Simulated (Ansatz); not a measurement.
The same redistribution along the group Mg, Zn, Cd.

Gas-phase electronic energies from Ansatz, PBE0-D4/def2-TZVP geometries. CCSD(T)/CBS is the MP2 limit (def2-TZVPP, def2-QZVPP) plus CCSD(T) − MP2 in def2-TZVPP, frozen cores. Functionals use def2-TZVPP. Elements past krypton have def2 core potentials. For Cd, Mg, V, Zn outer-core shells are correlated without core-valence functions, which leaves a few kJ/mol of doubt a bond. Scalar relativity is left out up to krypton. One conformer a species, not always the lowest.

```csv
reaction,PBE-D4 (kJ/mol),ωB97M-V (kJ/mol),HF/CBS(def2) (kJ/mol),CCSD(T)/def2-SVP (kJ/mol),CCSD(T)/CBS(def2) (kJ/mol)
`[SiH3][O][Mg][Cl]` + `[NH2][V](=[O])([OH])[OH]` → `[NH2][Mg][O][SiH3]` + `[O]=[V]([OH])([OH])[Cl]`,46,54,74,56,54
`[SiH3][O][Zn][Cl]` + `[NH2][V](=[O])([OH])[OH]` → `[NH2][Zn][O][SiH3]` + `[O]=[V]([OH])([OH])[Cl]`,12,25,55,25,28
`[SiH3][O][Cd][Cl]` + `[NH2][V](=[O])([OH])[OH]` → `[NH2][Cd][O][SiH3]` + `[O]=[V]([OH])([OH])[Cl]`,24,39,70,33,39
```

Largest T1 diagnostic: 0.033, for `[NH2][V](=[O])([OH])[OH]`, so its coupled-cluster energy is less sure.
